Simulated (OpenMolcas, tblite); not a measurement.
# CH3ClFIn (SMILES [CH3][In]([F])[Cl]): methods side by side

CH3ClFIn: 7 atoms, total charge 0, spin state singlet. As SMILES, `[CH3][In]([F])[Cl]`. Geometry: relaxed at PBE0-D4/def2-TZVP.

Each level gives the dipole moment (D). The values are calculated.

```csv
level,kind,program,value (D),CPU time
IPEA1-xTB,semi-empirical,tblite,6.61,under 2 s
HF/def2-SVP (core potential),Hartree–Fock,OpenMolcas,4.27,14 s
SVWN5/def2-SVP (core potential),LDA,OpenMolcas,3.90,36 s
BLYP/def2-SVP (core potential),GGA,OpenMolcas,3.79,45 s
M06-L/def2-SVP (core potential),meta-GGA,OpenMolcas,4.02,52 s
M06-2X/def2-SVP (core potential),hybrid meta-GGA,OpenMolcas,4.05,42 s
```

The values span 3.79 to 6.61 D. Magnitudes only. Times are those of the runs behind each value, whatever else they computed, on shared processors of several kinds: orders of magnitude only.
